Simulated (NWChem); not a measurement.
System: SF₃ cation; SMILES F[S+](F)F

The following NWChem deck was run.

```
start job
memory heap 200 mb stack 900 mb global 1100 mb
charge 1
geometry units angstroms noautoz
  F      0.304071    -1.313604    -0.276375
  S      0.000000     0.000000     0.449228
  F      0.985579     0.920136    -0.276375
  F     -1.289650     0.393469    -0.276375
end
basis spherical
  F library sto-3g
  S library sto-3g
end
dft
  xc pbe0
  iterations 150
  mulliken
end
task dft energy
```

Coordinates come from a PBE0/def2-SVP optimisation.

Predict the main results of this run. (PBE0/STO-3G.) Quantities: basis functions; energy (Ha); highest occupied level (eV); orbital gap (eV).


```json
{
 "number_of_basis_functions": "24",
 "energy (Ha)": "-688.19",
 "highest occupied level (eV)": "-15.19",
 "orbital gap (eV)": "10.07"
}
```
